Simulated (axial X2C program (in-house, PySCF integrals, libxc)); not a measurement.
# Low determinants of SnH at the PBE0 level, with spin–orbit coupling

Computed with an in-house all-electron X2C program for linear molecules (integrals from PySCF). Two-component (2c) means X2C with spin–orbit coupling and atomic mean-field two-electron Coulomb and Gaunt terms. Basis: Sn dyall-v3z [11s12p9d1f], H dyall-v3z [6s2p1d] (cores contracted in-house); Gaussian nuclei, density fitting, unrestricted open shells. Masses: Sn 119.902 u, H 1.008 u.

Search at 1.784 Å (vertical energies from the lowest determinant):

| ΔE (eV) | state | electrons beyond evenly filled partner blocks | electrons in ±ω = 1/2, 3/2, 5/2, 7/2 |
| --- | --- | --- | --- |
| 0.00 | Ω = 1/2 | ω = 1/2 | 33 14 4 0 |
| 0.28 | Ω = 3/2 | ω = 3/2 | 32 15 4 0 |
| 2.55 | Ω = 1/2 | 2 × ω = -1/2, ω = 3/2 | 32 15 4 0 |
| 3.07 | Ω = 5/2 | 2 × ω = 1/2, ω = 3/2 | 32 15 4 0 |
| 3.35 | Ω = 1/2 | ω = 1/2 | 31 16 4 0 |
| 5.63 | Ω = 3/2 | 3 × ω = 1/2 | 33 14 4 0 |

Lowest determinant, Ω = 1/2 (⟨Sz⟩ = -0.50, ⟨Lz⟩ = 1.00 at PBE0): Re = 1.784 Å, ωe = 1701.8 cm⁻¹.

The determinant in row 2 of the search, Ω = 3/2 (⟨Sz⟩ = 0.50, ⟨Lz⟩ = 1.00 at PBE0), was followed along the bond at PBE0; measured from the minimum of the lowest determinant it gives:

Te = 0.282 eV (2278 cm⁻¹), Re = 1.781 Å, ωe = 1712.8 cm⁻¹.

(1) Compare the bond of the determinant in row 2 with that of the lowest one.

The search compares states at one distance, so a state with another bond length can lie lower; it is not exhaustive and yields mostly the lowest determinant of each block pattern, so other components and higher states of one pattern are missing. These are energies of single determinants, not of spin-adapted states; PBE0 term energies can be off by some tenths of an eV, and the functional has no current term.

Results:

(1) At PBE0 its Re is 0.003 Å shorter and its force constant, which goes as ωe², is 1.01 times that of the lowest determinant. T0 ≈ Te + Δωe/2 = 2278 + (6) = 2284 cm⁻¹.
